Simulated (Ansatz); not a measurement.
One change: `[Cl][Ti]([Cl])([I])[I]` becomes `[Cl][Ti]([Cl])([Cl])[I]`.

Ansatz, PBE0-D4/def2-TZVP geometries, multiplicity 1. 

Elements past krypton have def2 core potentials. Scalar relativity is left out up to krypton. Spin–orbit coupling is left out; it splits and shifts lone-pair levels of the heavy atoms by tenths of an eV.

```json
{"property": "size of the dipole moment (PBE/def2-TZVPP) / D", "`[Cl][Ti]([Cl])([I])[I]`": "0.60"}
{"property": "LUMO energy (PBE/def2-TZVPP) / eV", "`[Cl][Ti]([Cl])([I])[I]`": "-4.43"}
{"property": "zero-point energy (PBE0-D4/def2-TZVP) / kJ/mol", "`[Cl][Ti]([Cl])([I])[I]`": "12.0"}
{"property": "size of the dipole moment (ωB97M-V/def2-TZVPP) / D", "`[Cl][Ti]([Cl])([I])[I]`": "0.33"}
{"property": "size of the dipole moment (B3LYP/def2-TZVPP) / D", "`[Cl][Ti]([Cl])([I])[I]`": "0.57"}
{"property": "HOMO energy (B3LYP/def2-TZVPP) / eV", "`[Cl][Ti]([Cl])([I])[I]`": "-7.75"}
```

Give the same properties after the change, and the shifts. (Best estimate.)

Ansatz gave: 
| property | `[Cl][Ti]([Cl])([Cl])[I]` | shift |
| --- | --- | --- |
| size of the dipole moment (PBE/def2-TZVPP) / D | 0.55 | -0.05 |
| LUMO energy (PBE/def2-TZVPP) / eV | -4.48 | -0.05 |
| zero-point energy (PBE0-D4/def2-TZVP) / kJ/mol | 13.7 | 1.7 |
| size of the dipole moment (ωB97M-V/def2-TZVPP) / D | 0.27 | -0.06 |
| size of the dipole moment (B3LYP/def2-TZVPP) / D | 0.52 | -0.05 |
| HOMO energy (B3LYP/def2-TZVPP) / eV | -8.12 | -0.37 |

Dipoles are sizes alone; their direction can turn.

B3LYP here is the variant with VWN-RPA as its local correlation; programs differ in this.
